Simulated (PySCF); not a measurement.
Species: MnO3F (singlet state).
SMILES: `[O]=[Mn](=[O])(=[O])[F]`

The closed-shell ground state was solved at several levels (PySCF, density fitting, gas phase, non-relativistic). Geometry: PBE0-D3(BJ)/def2-SVP; no solvent, vibrations or thermal averaging.

| level | basis functions | HOMO (eV) | LUMO (eV) | gap (eV) | dipole (D) |
| --- | --- | --- | --- | --- | --- |
| B3LYP/pcSseg-1 (pcSseg-2 on Mn) | 141 | -10.10 | -5.77 | 4.33 | 0.27 |
| PBE/pcJ-1 (pcSseg-1 on Mn) | 153 | -8.63 | -6.19 | 2.44 | 0.13 |
| PBE/pcSseg-1 (pcSseg-2 on Mn) | 141 | -8.58 | -6.08 | 2.50 | 0.09 |
| PBE0/pcSseg-1 (pcSseg-2 on Mn) | 141 | -10.39 | -5.57 | 4.82 | 0.30 |

Task: Estimate the row for CAM-B3LYP/def2-SVPD, a basis of 126 functions; the other rows only guide the guess.

Result: HOMO -11.99 eV, LUMO -4.75 eV, gap 7.24 eV, dipole 0.50 D.

Task: Over all these levels, which gives the widest orbital gap and which the narrowest?

Result: CAM-B3LYP/def2-SVPD (range-separated hybrid) has the widest, 7.24 eV, and PBE/pcJ-1 (pcSseg-1 on Mn) (GGA) the narrowest, 2.44 eV. Functional and basis both differ between the two, so the spread mixes both effects.

Task: In the pcSseg-1 (pcSseg-2 on Mn) basis, how does the gap go with the fixed share of exact exchange?

Result: PBE (0 %) 2.50 eV; B3LYP (20 %) 4.33 eV; PBE0 (25 %) 4.82 eV. Each rise in the share widens the gap here.

Task: How far do the dipole and the HOMO energy spread over the levels?

Result: The dipole runs from 0.09 to 0.50 D (mean 0.25 D) and the HOMO from -11.99 to -8.58 eV.
